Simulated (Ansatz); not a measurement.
`C[SiH2]C[SiH2]F` + `N[SiH2][SiH3]` → `F[SiH2]N[SiH2][SiH3]` + `C[SiH2]C`  (ligand exchange at the Si–C bond)

Program: Ansatz. Geometries: PBE0-D4/def2-TZVP. ΔE: electronic, gas phase. CCSD(T)/CBS is the MP2 limit (def2-TZVPP, def2-QZVPP) plus CCSD(T) − MP2 in def2-TZVPP, frozen cores. This one scheme is used for every species. Functionals use def2-TZVPP. One conformer a species, not always the lowest.

(1) Is it downhill or uphill in electronic energy at CCSD(T)/CBS, and by how much? (Estimate.)

(2) What do these levels give: ωB97X-V, B2PLYP, MP2/def2-TZVPP, SCS-MP2/def2-TZVPP, SCS-MP2/def2-QZVPP, MP2/CBS(def2)? (An estimate is asked.)

Largest T1 diagnostic among the species: 0.012.

Answers

(1) Ansatz gave: Downhill: ΔE = -16.4 kcal/mol.

(2) Computed: ωB97X-V -15.9, B2PLYP -17.1, MP2/def2-TZVPP -16.7, SCS-MP2/def2-TZVPP -17.2, SCS-MP2/def2-QZVPP -17.2, MP2/CBS(def2) -16.6 kcal/mol.

In def2-TZVPP, CCSD(T) changes the Hartree–Fock value by +2.0 kcal/mol (the triples alone add +0.2 kcal/mol) and MP2 by +1.8 kcal/mol.
